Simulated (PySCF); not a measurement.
Question: Write Cartesian coordinates for InChI=1S/C9H11N/c1-2-8-5-3-4-6-9(8)7-10/h2-6H,1,7,10H2 as optimised with GFN2-xTB.

Answer: 
```xyz
21
C9H11N angstrom
C      1.5129   -0.4853   -2.3609
C      1.3141   -0.6370   -1.0588
C      0.5336    0.2827   -0.2280
C      0.5832    1.6538   -0.4733
C     -0.1412    2.5439    0.2954
C     -0.9330    2.0729    1.3288
C     -0.9909    0.7142    1.5830
C     -0.2632   -0.1918    0.8241
C     -0.4127   -1.6735    1.0803
N     -1.1092   -2.3916    0.0192
H      1.0793    0.3324   -2.9124
H      2.1028   -1.1840   -2.9296
H      1.7398   -1.4934   -0.5506
H      1.2164    2.0198   -1.2680
H     -0.0851    3.6036    0.0932
H     -1.5029    2.7617    1.9346
H     -1.6107    0.3456    2.3889
H     -0.9762   -1.8297    2.0043
H      0.5683   -2.1435    1.2035
H     -0.6028   -2.2943   -0.8560
H     -2.0314   -1.9894   -0.1180
```

Any rigid rotation of these coordinates is as good. Atoms count from 1 in this order. Of the pairs four or more bonds apart, C2···H20 is among the closest relative to their van der Waals radii: 2.54 Å, 88 % of the sum of Bondi's values. N10 (primary amine nitrogen) is pyramidal (angles 110.0°, 109.7° and 107.4°, sum 327.0°, 0.38 Å off the plane of its three neighbours). The C–C distances run from 1.326 Å (C1=C2, drawn double) to 1.511 Å (C8–C9, drawn single), a spread of 0.185 Å. The 6-membered ring C3–C4–C5–C6–C7–C8 has internal angles of 119.0° to 121.2° (sum 720°, against 720° for a flat polygon); it is planar, 0.00 Å rms from its mean plane, widest ring torsion 1°.

Bonds between heavy atoms (Å): C1=C2 1.326, C2–C3 1.465, C3–C4 1.394, C4–C5 1.381, C5–C6 1.384, C6–C7 1.383, C7–C8 1.388, C8–C9 1.511, C9–N10 1.458, C3–C8 1.402.

The geometry is computed with GFN2-xTB (gas phase).

Point group: C1 (no symmetry element, even within 0.4 Å). Whether it is a minimum is left open (no frequencies). One conformer, not necessarily the lowest (C1–C2–C3–C4 -37°, C7–C8–C9–N10 110°, C8–C9–N10–H 60° and -58°).
